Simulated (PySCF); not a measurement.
ClH3Si2, SMILES [SiH3][Si]Cl (connectivity only; charge and spin as stated), neutral, multiplicity 1.

Coordinates come from a ωB97X-D3(BJ)/def2-TZVP optimisation.

Level of theory: ωB97X-D3(BJ)/def2-TZVP run with PySCF.

Frequencies are harmonic and unscaled.

Q: Give all harmonic wavenumbers and intensities. (The exact figures need the calculation; the answer reports its results.)

A: 
```
mode  ν (cm⁻¹)  IR (km/mol)  moving atoms (share of kinetic energy)
----  --------  -----------  --------------------------------------
1           80          1.0                                  H 91 %
2          138          2.6                Si 45 %, Cl 40 %, H 14 %
3          382         29.4                          H 91 %, Si 9 %
4          419         19.4                         Si 87 %, H 13 %
5          502         89.8                H 51 %, Si 26 %, Cl 23 %
6          535         32.0                Si 51 %, H 25 %, Cl 24 %
7          883        245.3                         H 89 %, Si 11 %
8          942         57.1                                  H 97 %
9          957         38.5                                  H 97 %
10        2222         79.3                                  H 99 %
11        2232        110.6                                  H 96 %
12        2236         89.5                                  H 96 %
```
